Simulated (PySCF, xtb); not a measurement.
(1E)-1-fluorobuta-1,3-diene (C4H5F), SMILES F/C=C/C=C. One conformer was computed; it need not be the lowest.

Harmonic wavenumbers (cm⁻¹) from GFN2-xTB (xtb) at its own minimum, in rising order: 136, 198, 274, 458, 482, 637, 749, 887, 944, 968, 1025, 1105, 1180, 1204, 1257, 1294, 1409, 1666, 1681, 3063, 3076, 3093, 3106, 3138.

What does r2SCAN-D4/def2-SVP (PySCF) give at its own minimum? (An estimate is asked for; the answer gives what the named calculation found.)

162, 200, 299, 465, 513, 675, 846, 896, 928, 954, 1031, 1179, 1201, 1240, 1303, 1327, 1430, 1671, 1730, 3136, 3146, 3173, 3185, 3252. Paired by order, the mean absolute difference is 40 cm⁻¹ and the zero-point energies are 47.2 and 48.5 kcal/mol.
